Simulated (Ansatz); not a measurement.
Breaking a bond: BrMg (cation, charge +1), lowest singlet found (which spin is the ground state isn't settled by this scan).

Methods: RKS-PBE = restricted PBE/cc-pVDZ (Ansatz, a program for electronic structure); UKS-PBE = unrestricted PBE/cc-pVDZ in Ansatz; UKS-PBE0 = unrestricted PBE0/cc-pVDZ in Ansatz; FCI = full CI/cc-pVDZ, cores with 3d frozen in Ansatz.

Energies relative to the lowest point of each curve between 1.88 and 2.70 Å, where full CI is lowest, in eV; the last columns give the error against full CI:

```tsv
R / Å	RKS-PBE	UKS-PBE	UKS-PBE0	FCI	RKS-PBE − FCI	UKS-PBE − FCI	UKS-PBE0 − FCI
1.88	1.826	1.826	1.755	1.942	-0.116	-0.116	-0.187
2.04	0.537	0.537	0.489	0.572	-0.035	-0.035	-0.083
2.18	0.083	0.083	0.063	0.089	-0.005	-0.005	-0.026
2.27	0.000	0.000	0.000	0.000	0.000	0.000	0.000
2.39	0.052	0.052	0.081	0.057	-0.004	-0.004	0.024
2.49	0.190	0.190	0.243	0.205	-0.015	-0.015	0.039
2.58	0.359	0.359	0.436	0.386	-0.027	-0.027	0.050
2.61	0.421	0.421	0.506	0.453	-0.032	-0.032	0.053
2.70	0.622	0.622	0.731	0.667	-0.045	-0.045	0.064
2.85	0.975	0.975	1.125	1.037	-0.062	-0.062	0.088
2.96	1.234	1.231	1.413	1.298	-0.064	-0.067	0.115
3.09	1.527	1.507	1.735	1.579	-0.052	-0.072	0.157
3.30	1.954	1.888	2.104	1.943	0.010	-0.055	0.161
3.50	2.300	2.173	2.296	2.186	0.114	-0.013	0.110
```

RKS-PBE is furthest from FCI at 1.88 (-0.116 eV, below); its mean absolute error over the points is 0.042 eV.

UKS-PBE is furthest from FCI at 1.88 (-0.116 eV, below); its mean absolute error over the points is 0.039 eV.

UKS-PBE0 is furthest from FCI at 1.88 (-0.187 eV, below); its mean absolute error over the points is 0.083 eV.

The scan ran from 1.88 to 8.90 Å; beyond the distances shown full CI changes its symmetry label. The restricted form behind RKS-PBE keeps the bonding electrons paired and can't separate into open-shell fragments. The unrestricted determinant behind UKS-PBE is spin-contaminated at 2.96 to 3.50 Å (<S²> up to 0.6, against 0.00 for a pure singlet). The unrestricted determinant behind UKS-PBE0 is spin-contaminated at 3.09 to 3.50 Å (<S²> up to 0.9, against 0.00 for a pure singlet).
